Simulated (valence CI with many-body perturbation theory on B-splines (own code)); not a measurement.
# Gd⁵⁸⁺: calculated level list

Level of theory: configuration interaction combined with many-body perturbation theory (CI+MBPT): four valence electrons over a frozen Dirac-Fock core [He], radial functions for each j: 11 s, 11 p, 9 d, 7 f, 5 g, 2 h, 1 i, with the one-electron correlation potential Σ1 (screened to all orders), the two-electron term Σ2, the three-electron term Σ3, Breit, model QED; selected single and double excitations, second order for the rest (own B-spline code, finite nucleus).

The last digits are not significant, and no measured levels were compared; by estimate large intervals hold to a few tenths of a per cent, small ones and those within an open d or f shell to about a per cent. Among the levels kept, up to 270 cm⁻¹ of a level comes from second order outside the variational space, and about a tenth of that is noise between levels of different J, which matters for small intervals.

Levels 46 to 90 of 114, with energies above the lowest level, (2s^2 2p1/2^2) J=0. "Leading %" is the weight of the configuration and term that name the level; weights of strongly mixed levels are sums over their largest components and can fall short. In the jj column 3d3/2^4 stands for four electrons in 3d with j = 3/2. Lifetimes count E1, E2, E3, M1 and M2 decay at the calculated energies, and are blank where another channel may lead or the interval is too uncertain; long ones can be off by a factor of two.

| No. | Configuration | Term | J | E (Ry) | Leading % | g | Lifetime | Leading jj |
| --- | --- | --- | --- | --- | --- | --- | --- | --- |
| 46 | 2s2p²3s | ³P | 1 | 614.23 | 66 | 1.557 | 6.57 fs | 2s 2p1/2 2p3/2 3s (98 %) |
| 47 | 2s2p²3s | ³D | 3 | 615.03 | 61 | 1.433 | 12.1 fs | 2s 2p1/2 2p3/2 3s (98 %) |
| 48 | 2s2p²3s | ³P | 2 | 616.66 | 39 | 1.226 | 6.73 fs | 2s 2p1/2 2p3/2 3s (98 %) |
| 49 | 2s2p²3p | ⁵P° | 1 | 617.94 | 39 | 1.875 | 10.6 fs | 2s 2p1/2 2p3/2 3p1/2 (100 %) |
| 50 | 2s2p²3p | ⁵D° | 2 | 618.67 | 46 | 1.347 | 5.42 fs | 2s 2p1/2 2p3/2 3p1/2 (99 %) |
| 51 | 2s2p²3s | ¹P | 1 | 619.91 | 43 | 0.985 | 6.91 fs | 2s 2p1/2 2p3/2 3s (90 %) |
| 52 | 2s2p²3s | ³P | 0 | 619.92 | 96 |  | 6.04 fs | 2s 2p1/2 2p3/2 3s (96 %) |
| 53 | 2s2p²3s | ³P | 1 | 620.39 | 68 | 1.350 | 13.5 fs | 2s 2p1/2 2p3/2 3s (98 %) |
| 54 | 2s2p²3s | ¹D | 2 | 620.56 | 40 | 1.200 | 12.5 fs | 2s 2p1/2 2p3/2 3s (97 %) |
| 55 | 2s2p²3p | ³D° | 3 | 620.76 | 33 | 1.219 | 3.54 fs | 2s 2p1/2 2p3/2 3p1/2 (99 %) |
| 56 | 2s²2p3p | ³D | 3 | 622.76 | 97 | 1.318 | 138 fs | 2s^2 2p3/2 3p3/2 (97 %) |
| 57 | 2s²2p3p | ¹P | 1 | 622.92 | 49 | 1.324 | 38.1 fs | 2s^2 2p3/2 3p3/2 (89 %) |
| 58 | 2s2p²3p | ³P° | 2 | 622.99 | 42 | 1.479 | 6.16 fs | 2s 2p1/2 2p3/2 3p1/2 (99 %) |
| 59 | 2s²2p3p | ³P | 2 | 624.71 | 61 | 1.304 | 92.4 fs | 2s^2 2p3/2 3p3/2 (95 %) |
| 60 | 2s2p²3p | ³P° | 0 | 625.00 | 49 |  | 3.14 fs | 2s 2p1/2 2p3/2 3p1/2 (97 %) |
| 61 | 2s2p²3p | ³D° | 1 | 625.07 | 59 | 0.884 | 3.29 fs | 2s 2p1/2 2p3/2 3p1/2 (97 %) |
| 62 | 2s2p²3p | ³F° | 2 | 625.25 | 45 | 0.906 | 4.30 fs | 2s 2p1/2 2p3/2 3p1/2 (97 %) |
| 63 | 2s²2p3p | ¹S | 0 | 626.37 | 65 |  | 87.7 fs | 2s^2 2p3/2 3p3/2 (96 %) |
| 64 | 2s2p²3p | ³D° | 1 | 628.14 | 30 | 1.117 | 6.15 fs | 2s 2p1/2 2p3/2 3p1/2 (99 %) |
| 65 | 2s²2p3d | ³D° | 2 | 628.40 | 47 | 1.015 | 1.38 fs | 2s^2 2p3/2 3d3/2 (95 %) |
| 66 | 2s²2p3d | ³F° | 3 | 628.90 | 52 | 1.082 | 1.37 fs | 2s^2 2p3/2 3d3/2 (95 %) |
| 67 | 2s²2p3d | ³P° | 1 | 629.18 | 56 | 1.083 | 1.10 fs | 2s^2 2p3/2 3d3/2 (96 %) |
| 68 | 2s²2p3d | ³P° | 0 | 629.37 | 96 |  | 1.45 fs | 2s^2 2p3/2 3d3/2 (96 %) |
| 69 | 2s²2p3d | ³F° | 4 | 631.87 | 97 | 1.235 | 10.9 ps | 2s^2 2p3/2 3d5/2 (97 %) |
| 70 | 2s²2p3d | ³P° | 2 | 632.71 | 45 | 1.237 | 1.55 fs | 2s^2 2p3/2 3d5/2 (96 %) |
| 71 | 2s²2p3d | ³D° | 3 | 633.71 | 42 | 1.271 | 964 as | 2s^2 2p3/2 3d5/2 (68 %) |
| 72 | 2s2p²3p | ⁵D° | 3 | 634.11 | 35 | 1.413 | 2.44 fs | 2s 2p1/2 2p3/2 3p3/2 (72 %) |
| 73 | 2s²2p3d | ¹P° | 1 | 634.40 | 24 | 1.423 | 2.00 fs | 2s 2p1/2 2p3/2 3p3/2 (59 %) |
| 74 | 2s²2p3d | ¹P° | 1 | 634.69 | 38 | 1.261 | 1.56 fs | 2s^2 2p3/2 3d5/2 (60 %) |
| 75 | 2s2p²3p | ³D° | 2 | 635.34 | 31 | 1.487 | 5.46 fs | 2s 2p1/2 2p3/2 3p3/2 (79 %) |
| 76 | 2p³3s | ³P° | 2 | 636.32 | 18 | 1.346 | 6.19 fs | 2s 2p1/2 2p3/2 3p3/2 (62 %) |
| 77 | 2s2p²3p | ³P° | 0 | 636.52 | 81 |  | 3.11 fs | 2s 2p1/2 2p3/2 3p3/2 (99 %) |
| 78 | 2p³3s | ¹P° | 1 | 636.70 | 17 | 1.083 | 4.38 fs | 2p1/2^2 2p3/2 3s (53 %) |
| 79 | 2s2p²3p | ³F° | 4 | 636.75 | 60 | 1.324 | 711 fs | 2s 2p1/2 2p3/2 3p3/2 (98 %) |
| 80 | 2s2p²3p | ³D° | 3 | 638.38 | 52 | 1.281 | 5.28 fs | 2s 2p1/2 2p3/2 3p3/2 (99 %) |
| 81 | 2s2p²3p | ³P° | 2 | 638.38 | 33 | 1.460 | 12.4 fs | 2s 2p1/2 2p3/2 3p3/2 (64 %) |
| 82 | 2s2p²3d | ⁵F | 2 | 639.12 | 45 | 1.162 | 3.21 fs | 2s 2p1/2 2p3/2 3d3/2 (98 %) |
| 83 | 2s2p²3d | ⁵D | 1 | 639.27 | 48 | 1.184 | 4.00 fs | 2s 2p1/2 2p3/2 3d3/2 (99 %) |
| 84 | 2s2p²3d | ⁵D | 0 | 639.36 | 83 |  | 17.0 fs | 2s 2p1/2 2p3/2 3d3/2 (100 %) |
| 85 | 2s2p²3p | ¹P° | 1 | 639.52 | 21 | 1.224 | 4.45 fs | 2s 2p1/2 2p3/2 3p3/2 (62 %) |
| 86 | 2s2p²3d | ⁵F | 3 | 639.80 | 52 | 1.178 | 3.89 fs | 2s 2p1/2 2p3/2 3d3/2 (96 %) |
| 87 | 2p³3p | ³P | 1 | 641.74 | 16 | 1.536 | 987 as | 2p1/2^2 2p3/2 3p1/2 (70 %) |
| 88 | 2s2p²3p | ³D° | 3 | 641.78 | 44 | 1.167 | 7.71 fs | 2s 2p1/2 2p3/2 3p3/2 (99 %) |
| 89 | 2s2p²3p | ³D° | 2 | 641.82 | 35 | 1.348 | 5.95 fs | 2s 2p1/2 2p3/2 3p3/2 (93 %) |
| 90 | 2p³3p | ³D | 2 | 641.87 | 15 | 1.201 | 1.03 fs | 2p1/2^2 2p3/2 3p1/2 (64 %) |
